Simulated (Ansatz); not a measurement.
CH₄INOSi (`N[Si]1(I)CO1`), relaxed with RKS PBE-D4/def2-SVP in Ansatz 0.2.0 from a rough embedded geometry. The force threshold is 0.03 eV/Å; the program also tests the step.

Total charge 0; spin multiplicity 1. I takes the def2 core potential.

Start:

```xyz
9

N     0.773   -1.298   -0.700
Si   -0.197    0.024   -0.535
I     0.009    1.565   -2.347
C    -0.968    0.464    0.993
O     0.442    0.795    0.776
H     1.219   -1.473    0.282
H     1.588   -1.081   -1.253
H    -1.186   -0.313    1.724
H    -1.679    1.317    1.060
```

**Question.** By how much does the energy fall, and how many steps does the optimiser take? (An estimate is asked.)

**Answer.** The calculation gave: 88.97 kJ/mol, in 13 steps, 2 of them rejected.

**Question.** Which bonds change most? (Best estimate.)

**Answer.** Computed: N1–H6 from 1.093 to 1.021 Å; Si2–I3 from 2.387 to 2.453 Å; N1–Si2 from 1.648 to 1.708 Å; Si2–C4 from 1.768 to 1.825 Å.

**Question.** Give the relaxed structure. (Best estimate.)

**Answer.** Ansatz gave: 
```xyz
9

N     1.044   -1.173   -0.648
Si    0.107    0.221   -0.340
I    -0.046    1.526   -2.411
C    -1.094    0.510    1.003
O     0.343    0.985    1.142
H     1.495   -1.690    0.108
H     1.332   -1.457   -1.584
H    -1.357   -0.264    1.752
H    -1.824    1.343    0.977
```
